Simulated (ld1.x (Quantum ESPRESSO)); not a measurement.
## silver (Ag): excitation energies, all-electron against ultrasoft

- Element: Ag (Z = 47)
- Generator: ld1.x (Quantum ESPRESSO) 7.5
- Type: ultrasoft
- Functional: PBE
- Relativity: scalar-relativistic
- Frozen core: [Kr]
- Valence charge: 11
- Reference configuration: 4d10 5s1 5p0
- Partial waves: 5s (bound): rcut 2.15, rcutus 2.95 bohr; 5s channel at 0.15 Ry: rcut 2.15, rcutus 2.95 bohr; 5p (bound, empty): rcut 2.15, rcutus 2.95 bohr; 5p channel at 0.55 Ry: rcut 2.15, rcutus 2.95 bohr; 4d (bound): rcut 0.95, rcutus 1.15 bohr; 4d channel at 0.15 Ry: rcut 0.95, rcutus 1.15 bohr
- Local potential: all-electron potential smoothed inside 1.25 bohr (lloc = -2)
- Core correction: Bessel-smoothed model core inside 1.00 bohr
- Augmentation charge: PSQ, inside the norm-conserving radii

Energies are relative to the spin-unpolarised reference configuration 4d10 5s1 5p0; without spin polarisation the order of configurations can differ from experiment.

| valence configuration | charge | ΔE all-electron (eV) | error AE − PS (meV) |
| --- | --- | --- | --- |
| 4d10 5s0 5p0 | +1 | 7.757 | -9.3 |
| 4d8 5s0 5p0 | +3 | 66.064 | -294 |
| 4d10 5s0 5p1 | 0 | 3.866 | -5.2 |
| 4d9 5s2 5p0 | 0 | 4.077 | -68 |
| 4d9 5s1 5p0 | +1 | 13.152 | -49 |
| 4d9 5s1 5p1 | 0 | 8.572 | -46 |

Problem. What are ΔE and the potential's error for 4d9 5s0 5p0?

Solution. ΔE = 29.871 eV all-electron; the error (AE − PS) is -47 meV.

Note: ghost state, extra bound levels that the all-electron valence spectrum of the same l lacks: s at -117.5 eV. A true bound ghost makes a file unfit for plane-wave use.
